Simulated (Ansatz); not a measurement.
Job for Ansatz (a first-principles code): R-wB97X-V/def2-TZVPP on NH3 (SMILES N).

Ansatz 0.2 input:
```yaml
crystal:
  periodic: [false, false, false]
  atoms:
    - {symbol: N, position_ang: [0.00000000, -0.00002166, 0.27906864]}
    - {symbol: H, position_ang: [-0.00000000, 0.94280068, -0.09306197]}
    - {symbol: H, position_ang: [0.81651180, -0.47143951, -0.09305334]}
    - {symbol: H, position_ang: [-0.81651180, -0.47143951, -0.09305334]}
basis:
  gaussian:
    orbitals: def2-TZVPP
hamiltonian:
  xc: {name: wB97X-V}
scf: {lower_state_search: off}
```

The log:

```
WARN ansatz: RAYON_NUM_THREADS=4 ignored (pool sized by the plan → 4); use --threads N
Functional definition: wB97X-V
these checks for a lower state are left out or cut short: stability, starts, cluster_reference, orbital_swaps, neighbouring_geometries, increment
integrals: 0.01 GiB planned
332 factors; their error is unknown
integrals: 0.05 GiB planned
93 factors; integrals over basis functions are off by at most 7.7e-6 eV
mean field: 0.17 GiB planned
mean field evaluation 1: about -1535.7900 eV, gradient 4.3e1 eV
mean field evaluation 2: about -1536.4622 eV, gradient 3.8e1 eV
mean field evaluation 4: about -1539.1423 eV, gradient 2.2e-1 eV
mean field evaluation 8: about -1539.1431 eV, gradient 1.6e-3 eV
mean field -1539.14308900 eV, -56.5624652521 hartree, gradient 2.5e-6 eV, S^2 0.000000; 0 other end points of the search recorded, 0 dependent functions left out
reference -1539.14308790 eV, -56.5624652117 hartree; 5, 5 occupied and 68, 68 virtual orbitals, 332 factors
Total energy: -1539.14308790 eV, -56.5624652117 hartree
Checks for a lower state left out: stability, starts, cluster_reference, orbital_swaps, neighbouring_geometries, increment
```

The calculation finished and met its thresholds.

Cost: about 1.1 core-seconds (a rough figure).
